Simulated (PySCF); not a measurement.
# Radial density of Ge (germanium, neutral)

HSE06, [Ar] 3d10 4s2 4p1 5s1, 5s spin antiparallel (an excited configuration). Calculation: PySCF 2.14, in aug-cc-pwCVDZ-PP with ECP10MDF (6s5p4d1f, 48 functions); scalar relativity through the core potential. This is the valence pseudo-density: the core potential removes the inner electrons and smooths the orbitals near the nucleus.

| r (bohr) | 4πr²ρ (e/bohr) | 4πr²(ρα − ρβ) |
| --- | --- | --- |
| 0.00111 | 1.232e-05 | 0.0000 |
| 0.00186 | 3.471e-05 | 0.0000 |
| 0.00313 | 9.711e-05 | 0.0000 |
| 0.00527 | 0.0002664 | 0.0000 |
| 0.00886 | 0.0006935 | 0.0000 |
| 0.0149 | 0.001604 | 0.0000 |
| 0.0251 | 0.003211 | 0.0000 |
| 0.0422 | 0.008709 | 0.0000 |
| 0.0709 | 0.06537 | -0.0001 |
| 0.119 | 0.6375 | -0.0005 |
| 0.201 | 4.147 | -0.0001 |
| 0.338 | 17.39 | 0.0225 |
| 0.568 | 28.17 | 0.0328 |
| 0.955 | 10.85 | 0.0084 |
| 1.61 | 2.625 | 0.2989 |
| 2.70 | 0.9630 | 0.3788 |
| 4.55 | 0.2936 | -0.1322 |
| 7.65 | 0.1217 | -0.1196 |
| 12.9 | 0.0004807 | -0.0005 |

Energies and moments cover only the electrons outside the core potential. The outer electron is Rydberg-like, and this basis confines it to a smaller radius and binds it less than a complete one would. With the s spin flipped the determinant is a mixture of two multiplicities, not a spectroscopic state.
